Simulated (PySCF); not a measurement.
**A small calculation by hand: chemical shift, span and skew from a shielding tensor**

thionyl fluoride (F2OS), SMILES FS(F)=O. Atoms are numbered in the order given.

```xyz
4

O      1.3714     0.3514     0.0000
S      0.1653    -0.4056     0.0000
F     -0.7564     0.2044     1.1656
F     -0.7564     0.2044    -1.1656
```

The structure is a stationary point at B3LYP-D3(BJ)/def2-TZVP.

GIAO shieldings from PBE0/pcSseg-2 (PySCF), non-relativistic, no solvent. The symmetric part of the tensor of F3 has the principal values -75.7, 29.8, 315.9 ppm. The same nucleus in CFCl3 has σ = 165.8 ppm at this level (PySCF, at its B3LYP-D3(BJ)/def2-TZVP geometry).

Q: Work out the isotropic shielding, the ¹⁹F shift against CFCl3, the span and the skew.

A: 
σ(iso) = (σ11 + σ22 + σ33)/3 = 90.0 ppm. δ = σ(ref) − σ(iso) = 165.8 − (90.0) = 75.8 ppm.
Span Ω = σ33 − σ11 = 391.6 ppm. Skew κ = 3(σ(iso) − σ22)/Ω = 0.46. Tumbling in solution averages the tensor to δ; in a static solid the shielding alone would spread this spin-1/2 line over Ω.
